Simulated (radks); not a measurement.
Values are calculated unless marked as measured or tabulated.
Problem. Ionisation of neutral chlorine, [Ne] 3s2 3p5, to [Ne] 3s2 3p4 as the strength of local exchange is varied. Level of theory: non-relativistic Kohn-Sham, Slater X-alpha exchange (alpha = 2/3 is LDA exchange), no correlation, spin-polarised, spherical densities, point nucleus; open shells are filled with parallel spins first (a radial shooting solver on a logarithmic mesh with Libxc functionals).

| alpha | E(Cl) (hartree) | exchange (hartree) | IE (eV) | -e of the level emptied (eV) | <r> of it (bohr) |
|---|---|---|---|---|---|
| 0.589 | -454.40779 | -22.20084 | 10.870 | 6.144 (3p) | 1.926 |
| 0.667 | -457.35609 | -25.28268 | 11.715 | 6.920 (3p) | 1.888 |
| 0.769 | -461.23657 | -29.36235 | 12.868 | 7.990 (3p) | 1.840 |
| 0.88 | -465.49155 | -33.86564 | 14.181 | 9.225 (3p) | 1.792 |
| 0.926 | -467.26466 | -35.75126 | 14.743 | 9.758 (3p) | 1.773 |
| 0.986 | -469.58603 | -38.22783 | 15.492 | 10.471 (3p) | 1.749 |
| x | -460.58786 | -28.67851 | 12.672 | 7.807 (3p) | 1.848 |

Which alpha was used in the last row?

Solution. alpha = 0.752. NIST Atomic Spectra Database: 12.968 eV (measured). The Delta-SCF value meets it near alpha = 0.78. Open shells are spherical and high-spin; term and fine-structure splittings are not resolved.
